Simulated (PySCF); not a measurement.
Cartesian coordinates (Å):
SMILES: [In]([SH])[OH]
```xyz
5

O      1.4200     0.3780     0.2385
In     0.1630    -0.9895    -0.5186
S     -2.1588    -0.3389    -0.2345
H      2.3521     0.1666     0.1425
H     -1.7597     0.7953     0.3723
```
Charge 0, spin multiplicity 2.

**Question.** Predict the dipole moment, total energy and highest occupied spin orbital from PySCF with PBE-D3(BJ)/def2-TZVP // PBE0-D3(BJ)/def2-TZVP.

**Answer.** 
The dipole moment comes out as 2.29 D, the total energy is -664.5909 Ha and the highest occupied spin orbital is -5.30 eV.
